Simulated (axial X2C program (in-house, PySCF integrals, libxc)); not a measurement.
## Levels of TaP⁺ by electron attachment to TaP²⁺ (EOM-EA-CCSD)

Calculated with an in-house all-electron X2C program for linear molecules (integrals from PySCF): two-component X2C with atomic mean-field Coulomb and Gaunt terms, Gaussian nuclei, basis Ta dyall-acv3z, P dyall-av3z with contracted cores.

R = 2.126 Å (near the PBE0 minimum at charge 1 of the determinant lowest at the starting distance; the state shown can have its own minimum elsewhere).

Hartree–Fock spinors of TaP²⁺ (one of each Kramers pair; a window near the gap, which can cut inner shells):

```csv
ω,occupied,ε (eV),character
1/2,yes,-31.56,"59% P s, 16% Ta d, 11% Ta p"
1/2,yes,-21.79,"49% Ta d, 37% P p, 4% P s"
3/2,yes,-21.56,"67% Ta d, 24% P p, 4% P d"
1/2,yes,-21.33,"54% P p, 28% Ta d, 7% Ta s"
1/2,no,-12.14,"43% Ta s, 30% Ta d, 14% P p"
3/2,no,-11.66,"70% Ta d, 18% P p, 5% Ta p"
5/2,no,-10.89,"94% Ta d, 3% P d, 3% P f"
1/2,no,-10.76,"32% Ta p, 30% P p, 26% Ta d"
3/2,no,-10.13,"47% Ta d, 23% Ta p, 22% P p"
1/2,no,-9.43,"44% Ta p, 33% Ta d, 11% P p"
```

Levels of TaP⁺ obtained by attaching an electron to TaP²⁺:

```csv
Ω,binding energy (eV),above lowest (cm⁻¹),attached spinor,one-particle weight
1/2,13.892,0,"42% Ta sσ, 37% Ta dσ, 10% P pσ",0.94
3/2,13.608,2296,87% Ta dδ,0.92
5/2,13.184,5717,95% Ta dδ,0.92
1/2,11.535,19015,"30% Ta pπ, 29% P pπ, 26% Ta dπ",0.94
3/2,11.162,22024,"36% P pπ, 27% Ta pπ, 26% Ta dπ",0.94
1/2,10.405,28130,"44% Ta pσ, 24% Ta dσ, 9% P pσ",0.94
```

This point took 26 s on 1 thread of Arm Neoverse V2, with other jobs on the host.

Reference electrons by ω block (each with its −ω partner): 1/2: 26, 3/2: 12, 5/2: 4, 7/2: 1. 16 electrons of TaP²⁺ correlated (inner shells frozen), 88 natural virtual spinors (a truncated set); levels can be off by some tenths of an eV. Roots sought by Ω: (1/2: 5, 3/2: 4, 5/2: 2, 7/2: 1); rows need 60 % one-particle weight and stop where some Ω has no more roots. Missing are any skipped roots, higher Ω and states of a further excitation; these come out far too high here and may in truth be low or lowest. T1 of the reference 0.039 (Lee–Taylor). The reference was not checked to be the lowest state of its species. Number of frozen shells: Ta 4 s, 3 p, 2 d, 1 f; P 2 s, 1 p. Large amplitudes in the reference (orbital relaxation or multireference character) lower the reliability.
